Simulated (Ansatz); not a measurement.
Species: CH₈OSi₂, charge 0, multiplicity 1. SMILES: C[SiH2]O[SiH3]
Geometry from a B3LYP-D3(BJ)/def2-TZVP (Ansatz, a program for electronic structure) optimisation:
```
O
Si 1 1.6350
Si 1 1.6426 2 147.99
H 2 1.4788 1 108.37 3 -180.00
H 2 1.4822 4 109.45 1 -120.37
H 2 1.4822 4 109.45 5 -119.26
H 3 1.4842 1 109.05 2 59.08
H 3 1.4842 7 108.37 1 118.59
C 3 1.8611 7 110.64 8 121.47
H 9 1.0916 3 110.92 7 -179.92
H 9 1.0916 10 108.21 3 121.88
H 9 1.0927 10 108.11 11 116.87
```
Charge 0, spin multiplicity 1.

Quantity: atomisation energy (electronic, to ground-state atoms), in kcal/mol. Correlated levels leave the core frozen unless marked. Open shells are spin-unrestricted. Spin-orbit coupling is left out. No relativistic terms. The coupled-cluster limit lacks core correlation, which all-electron functionals hold. Basis-set limits of correlation are two-point, X^-3; Hartree-Fock from the larger set.

```
level                                                program  atomisation energy (kcal/mol)
--------------------------------------------  --------------  -----------------------------
HF/aug-cc-pV(Q+d)Z                                    Ansatz                          771.1
SVWN5/def2-TZVPD                                      Ansatz                         1108.7
CAM-B3LYP/def2-TZVPD                                  Ansatz                         1002.4
B2GP-PLYP-D4/def2-TZVPD                       Ansatz + dftd4                          989.3
B2PLYP-D3(BJ)/def2-TZVPD                      Ansatz + dftd3                          992.3
MP2/CBS(cc-pV(T+d)Z,cc-pV(Q+d)Z)                      Ansatz                         1010.9
CCSD(T)/CBS(aug-cc-pV(T+d)Z,aug-cc-pV(Q+d)Z)          Ansatz                         1006.7
```
